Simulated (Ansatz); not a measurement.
Geometry optimisation, Ansatz 0.2.0, RKS PBE0-D4/def2-SVP.

input.yaml

```yaml
crystal:
  periodic: [false, false, false]
  atoms:
    - { symbol: Ge, position_ang: [0.255928, -0.003717, 0.046191] }
    - { symbol: C, position_ang: [0.919982, -0.014874, 1.873528] }
    - { symbol: H, position_ang: [0.19201, -0.127345, 2.687789] }
    - { symbol: H, position_ang: [1.643143, -0.835262, 1.950332] }
    - { symbol: H, position_ang: [1.448852, 0.93327, 2.026377] }
    - { symbol: H, position_ang: [1.734181, 0.143297, -0.335924] }
    - { symbol: H, position_ang: [-0.596651, 1.217278, -0.327604] }
    - { symbol: H, position_ang: [-0.384945, -1.312646, -0.439489] }
basis:
  gaussian: { orbitals: def2-SVP }
hamiltonian:
  xc: pbe0
  dispersion: d4
relax:
  f_tol: 0.03
  max_steps: 50
```

Launched with:

```bash
$ ansatz run input.yaml --threads 1 --pin off --max-ram 2048MiB --backend cpu --events-out ev --progress --plain --runs-dir out
```

Problem. Where does it end, and by what steps?

Solution. The forces met the threshold. After 5 steps the energy has fallen by 0.390 eV; H6 moved furthest, 0.52 Å.

| step | energy less start (eV) | largest force component (eV/Å) | accepted |
| --- | --- | --- | --- |
| 0 | 0.0000 | 1.262 | yes |
| 1 | -0.2451 | 0.465 | yes |
| 2 | -0.3476 | 0.381 | yes |
| 3 | -0.3892 | 0.141 | yes |
| 4 | -0.3901 | 0.058 | yes |
| 5 | -0.3902 | 0.005 | yes |

```xyz
8
Properties=species:S:1:pos:R:3
Ge 0.404 0.013 0.051
C 0.930 -0.015 1.931
H 0.045 -0.126 2.575
H 1.611 -0.855 2.126
H 1.442 0.920 2.200
H 1.645 0.164 -0.852
H -0.548 1.194 -0.224
H -0.318 -1.296 -0.325
```

Whether the end is a true minimum wasn't checked by a vibrational analysis.

The run took 17 s on 1 thread of Arm Neoverse V1, with other jobs on the host, peak memory 0.14 GiB.
